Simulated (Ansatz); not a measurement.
Start from `OC(F)CF` and change one atom or group to get `OC(F)BCl`.

Ansatz, PBE0-D4/def2-TZVP geometries, multiplicity 1. Each molecule was computed in one conformer, which needn't be the lowest.

| property | `OC(F)CF` |
| --- | --- |
| size of the dipole moment (PBE/def2-TZVPP) / D | 1.94 |
| size of the dipole moment (ωB97M-V/def2-TZVPP) / D | 2.10 |
| zero-point energy (PBE0-D4/def2-TZVP) / kJ/mol | 174.4 |
| HOMO–LUMO gap (PBE/def2-TZVPP) / eV | 7.50 |
| LUMO energy (ωB97M-V/def2-TZVPP) / eV | 2.70 |
| LUMO energy (B3LYP/def2-TZVPP) / eV | 0.67 |

(1) What does the change do to each property? (Best estimate.)

## Answers

(1) Computed: 
```tsv
property	`OC(F)BCl`	shift
size of the dipole moment (PBE/def2-TZVPP) / D	1.78	-0.16
size of the dipole moment (ωB97M-V/def2-TZVPP) / D	1.79	-0.31
zero-point energy (PBE0-D4/def2-TZVP) / kJ/mol	127.6	-46.8
HOMO–LUMO gap (PBE/def2-TZVPP) / eV	4.28	-3.22
LUMO energy (ωB97M-V/def2-TZVPP) / eV	0.22	-2.48
LUMO energy (B3LYP/def2-TZVPP) / eV	-2.07	-2.74
```

With PBE0 the HOMO rises by 0.57 eV and the LUMO falls by 2.92 eV, so the gap narrows by about 3.49 eV. PBE moves the HOMO by 0.33 eV and ωB97M-V by 0.71 eV. The zero-point energy changes by -46.8 kJ/mol with -3 modes. Dipoles are sizes alone; their direction can turn.

B3LYP here is the variant with VWN-RPA as its local correlation; programs differ in this.
